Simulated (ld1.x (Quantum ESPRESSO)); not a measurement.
**Before and after: PAW potential for Au**

ld1.x (Quantum ESPRESSO) 7.5 input, shortened:

```
&input
   title='Au', zed=79., rel=1, dft='PZ', iswitch=3,
   config='[Xe] 4f14 5d10 6s1 6p0'
 /
 &inputp
   pseudotype=3, lpaw=.true., tm=.true., lloc=-1, rcloc=1.75,
   nlcc=.true., rcore=1.35,
   which_augfun='BESSEL', rmatch_augfun=1.20
 /
6
6S  1  0   1.00   0.00  1.55  2.10  0.0
6S  1  0   0.00   0.20  1.55  2.10  0.0
6P  2  1   0.00   0.00  2.60  2.95  0.0
6P  2  1   0.00   0.45  2.60  2.95  0.0
5D  3  2  10.00   0.00  1.90  2.45  0.0
5D  3  2   0.00  -0.15  1.90  2.45  0.0
 &test
   configts(1)='5d10 6s1 6p0'
 /
```

Change: all radii but the core radius scaled by about 1.17 (s 2.46, p 3.46, d 2.88 bohr, rcut 1.82/3.06/2.24); local potential all-electron potential smoothed inside 2.06 bohr (lloc = -1); augmentation BESSEL, radius 1.42 bohr.

Cutoffs: the cutoffs (Ry, on a coarse ladder) from which the occupation-weighted sum of valence levels, in a spherical-Bessel basis at the reference potential, stays within 10 and 1 mRy of its value at 400 Ry; they do not see the model core or the augmentation charge, which bear on the density cutoff. Errors are all-electron minus pseudo energies relative to the spin-unpolarised reference configuration.

Task: How do hardness, ghosts and transferability respond?

Result: The potential gets softer (18 Ry and 30 Ry → 12 Ry and 21 Ry); the bound ghost in s disappears; the number of tests that count goes from 9 to 2 (the test run of the changed file stopped, so its transferability is not established). A larger radius leaves more room for a smooth pseudo-wave, so fewer plane waves are needed.

| quantity | base | changed |
| --- | --- | --- |
| cutoff, loose | 18 Ry | 12 Ry |
| cutoff, tight | 30 Ry | 21 Ry |
| loose cutoff by channel (10 mRy a level) | s 8 Ry, d 15 Ry | s 6 Ry, d 10 Ry |
| bound ghosts | s | none |
| tests counted (converged, no solver errors) | 9 of 9 | 2 of 9 (the test run stopped) |
| error for 5d10 6s0 6p0, meV [ΔE 9.77 eV] | +2.4 | -3.6 |
| error for 5d10 6s0.5 6p0, meV [ΔE 3.95 eV] | -0.2 | -1.0 |
| lowest overlap eigenvalue by channel | s 0.52, p 0.41, d 0.98 | s 0.32, p 0.47, d 0.18 |

Base: These tests converged, but a pseudo level misses the all-electron one widely, so the file describes the atom poorly there or has found another state: 5d8 6s0 6p0: empty 6p by 6.6 eV (a node warning on the way). Changed file: Tests not counted: 5d9 6s0 6p0 (solver errors, printed error -650 eV); 5d8 6s0 6p0 (solver errors, printed error -537 eV). A true bound ghost makes a file unfit for plane-wave use even where its test errors are small: the radial tests pick states by their node count and pass the ghost by.
